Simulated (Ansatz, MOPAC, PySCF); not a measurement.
SiH4 (SMILES [SiH4]) and ClH3Si (SMILES [SiH3]Cl) are pulled apart as rigid monomers along the line of their centres of mass, from the B3LYP-D3(BJ)/def2-TZVP minimum. Starting geometry (charge 0, multiplicity 1):
```xyz
10

Si     0.0487     0.0057     0.0238
H      0.5397    -1.3882     0.0579
H      0.0694     0.5038    -1.3713
H      0.9263     0.8633     0.8521
H     -1.3332     0.0692     0.5463
Si     0.1368     1.0173     4.0222
Cl     0.0237    -1.0004     3.5807
H     -0.8601     1.7310     3.2024
H      1.4996     1.4877     3.7108
H     -0.1549     1.1885     5.4589
```

Interaction energies with rigid monomers; basis-set methods are counterpoise corrected unless marked otherwise.

Rows in 3-21G, 6-31G* carry no dispersion term and start afresh at each structure (6-31G* with six Cartesian d functions). MP2/6-31G* freezes PySCF's default core. The state reached by AM1 isn't checked.

Codes used: Ansatz (Gaussian orbitals); MOPAC for AM1 (differences of heats of formation); PySCF for 3-21G rows, 6-31G* rows, the dispersion terms. Values without a source in brackets are computed.

| Si1···Cl7 (Å) | AM1 (kcal/mol) | HF/3-21G (no counterpoise) (kcal/mol) | PBE-D4/def2-TZVPPD (kcal/mol) | PBE0-D3(BJ)/def2-TZVPPD (kcal/mol) | MP2/6-31G* (kcal/mol) |
|---|---|---|---|---|---|
| 3.34 | 2.16 | 1.77 | -1.10 | -1.18 | 2.88 |
| 3.70 | 0.26 | ___ | -1.90 | -1.90 | 0.39 |
| 4.23 | -0.09 | -0.84 | -1.46 | -1.43 | -0.33 |
| 5.14 | -0.03 | -0.27 | -0.56 | -0.55 | -0.20 |
| 6.60 | ___ | -0.04 | -0.10 | -0.11 | -0.05 |

**Question.** Fill in the missing entries.

**Answer.** 
- 3.70, HF/3-21G (no counterpoise) (kcal/mol): -0.66
- 6.60, AM1 (kcal/mol): -0.01

Ansatz is a program for electronic structure.
